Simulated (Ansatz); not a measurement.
Consider the substitution at a C–C bond: `CCC#CCC` + `[OH][GeH3]` → `CC[O][GeH3]` + `C#CCC`.

Calculated with Ansatz (gas phase, PBE0-D4/def2-TZVP geometries, no zero-point term in ΔE). CCSD(T)/CBS adds triple-zeta CCSD(T) − MP2 to the extrapolated MP2 energy (def2 sets, frozen cores). DFT in def2-TZVPP. B3LYP here is the variant with VWN-RPA as its local correlation; programs differ in this. HSE06 is defined as in plane-wave codes. For Ge outer-core shells are correlated without core-valence functions, which leaves a few kJ/mol of doubt a bond. Scalar relativity is left out up to krypton. Each species was taken in one conformer, which may not be the lowest.

```json
{"level": "LDA (SPW92)", "ΔE (kJ/mol)": "61.8", "difference from CCSD(T)/CBS": "4.0"}
{"level": "revPBE-D4", "ΔE (kJ/mol)": "60.3", "difference from CCSD(T)/CBS": "2.5"}
{"level": "BLYP-D4", "ΔE (kJ/mol)": "53.6", "difference from CCSD(T)/CBS": "-4.2"}
{"level": "r2SCAN-D4", "ΔE (kJ/mol)": "58.9", "difference from CCSD(T)/CBS": "1.1"}
{"level": "B97M-V", "ΔE (kJ/mol)": "58.1", "difference from CCSD(T)/CBS": "0.3"}
{"level": "PBE0-D4", "ΔE (kJ/mol)": "63.4", "difference from CCSD(T)/CBS": "5.6"}
{"level": "B3LYP-D4", "ΔE (kJ/mol)": "56.0", "difference from CCSD(T)/CBS": "-1.8"}
{"level": "r2SCANh-D4", "ΔE (kJ/mol)": "60.0", "difference from CCSD(T)/CBS": "2.2"}
{"level": "r2SCAN0-D4", "ΔE (kJ/mol)": "61.5", "difference from CCSD(T)/CBS": "3.7"}
{"level": "HSE06-D4", "ΔE (kJ/mol)": "63.5", "difference from CCSD(T)/CBS": "5.7"}
{"level": "BHLYP-D4", "ΔE (kJ/mol)": "56.2", "difference from CCSD(T)/CBS": "-1.6"}
{"level": "CAM-B3LYP-D4", "ΔE (kJ/mol)": "54.9", "difference from CCSD(T)/CBS": "-2.9"}
{"level": "ωB97X-V", "ΔE (kJ/mol)": "55.7", "difference from CCSD(T)/CBS": "-2.1"}
{"level": "ωB97M-V", "ΔE (kJ/mol)": "56.9", "difference from CCSD(T)/CBS": "-0.9"}
{"level": "B2PLYP", "ΔE (kJ/mol)": "58.0", "difference from CCSD(T)/CBS": "0.2"}
{"level": "PBE-QIDH", "ΔE (kJ/mol)": "64.0", "difference from CCSD(T)/CBS": "6.2"}
{"level": "PBE", "ΔE (kJ/mol)": "61.9", "difference from CCSD(T)/CBS": "4.1"}
{"level": "revPBE", "ΔE (kJ/mol)": "62.5", "difference from CCSD(T)/CBS": "4.7"}
{"level": "BLYP", "ΔE (kJ/mol)": "55.3", "difference from CCSD(T)/CBS": "-2.5"}
{"level": "r2SCAN", "ΔE (kJ/mol)": "58.8", "difference from CCSD(T)/CBS": "1.0"}
{"level": "PBE0", "ΔE (kJ/mol)": "63.9", "difference from CCSD(T)/CBS": "6.1"}
{"level": "r2SCANh", "ΔE (kJ/mol)": "59.9", "difference from CCSD(T)/CBS": "2.1"}
{"level": "r2SCAN0", "ΔE (kJ/mol)": "61.4", "difference from CCSD(T)/CBS": "3.6"}
{"level": "HSE06", "ΔE (kJ/mol)": "64.0", "difference from CCSD(T)/CBS": "6.2"}
{"level": "BHLYP", "ΔE (kJ/mol)": "57.4", "difference from CCSD(T)/CBS": "-0.4"}
{"level": "CAM-B3LYP", "ΔE (kJ/mol)": "55.5", "difference from CCSD(T)/CBS": "-2.3"}
{"level": "LC-ωPBE", "ΔE (kJ/mol)": "62.2", "difference from CCSD(T)/CBS": "4.4"}
{"level": "RPA@PBE/def2-TZVPP", "ΔE (kJ/mol)": "51.5", "difference from CCSD(T)/CBS": "-6.3"}
{"level": "HF/def2-SVP", "ΔE (kJ/mol)": "48.9", "difference from CCSD(T)/CBS": "-8.9"}
{"level": "MP2/def2-SVP", "ΔE (kJ/mol)": "57.8", "difference from CCSD(T)/CBS": "0.0"}
{"level": "CCSD/def2-SVP", "ΔE (kJ/mol)": "50.7", "difference from CCSD(T)/CBS": "-7.1"}
{"level": "CCSD(T)/def2-SVP", "ΔE (kJ/mol)": "50.4", "difference from CCSD(T)/CBS": "-7.4"}
{"level": "HF/def2-TZVPP", "ΔE (kJ/mol)": "53.9", "difference from CCSD(T)/CBS": "-3.9"}
{"level": "MP2/def2-TZVPP", "ΔE (kJ/mol)": "63.7", "difference from CCSD(T)/CBS": "5.9"}
{"level": "CCSD(T)/def2-TZVPP", "ΔE (kJ/mol)": "56.3", "difference from CCSD(T)/CBS": "-1.5"}
{"level": "HF/def2-QZVPP", "ΔE (kJ/mol)": "54.0", "difference from CCSD(T)/CBS": "-3.8"}
{"level": "SCS-MP2/def2-QZVPP", "ΔE (kJ/mol)": "60.4", "difference from CCSD(T)/CBS": "2.6"}
{"level": "HF/CBS(def2)", "ΔE (kJ/mol)": "54.0", "difference from CCSD(T)/CBS": "-3.8"}
{"level": "MP2/CBS(def2)", "ΔE (kJ/mol)": "65.2", "difference from CCSD(T)/CBS": "7.4"}
{"level": "CCSD/CBS(def2)", "ΔE (kJ/mol)": "58.0", "difference from CCSD(T)/CBS": "0.2"}
{"level": "CCSD(T)/CBS", "ΔE (kJ/mol)": "57.8", "difference from CCSD(T)/CBS": "0"}
```

Largest T1 diagnostic among the species: 0.011.

Leaving LDA and LC-ωPBE aside and taking each functional with its dispersion term where it has one, the values spread over 10.5 kJ/mol, from BLYP-D4 to PBE-QIDH. At CCSD(T), def2-SVP lies −7.4 kJ/mol from the extrapolated value and def2-TZVPP −1.5 kJ/mol.
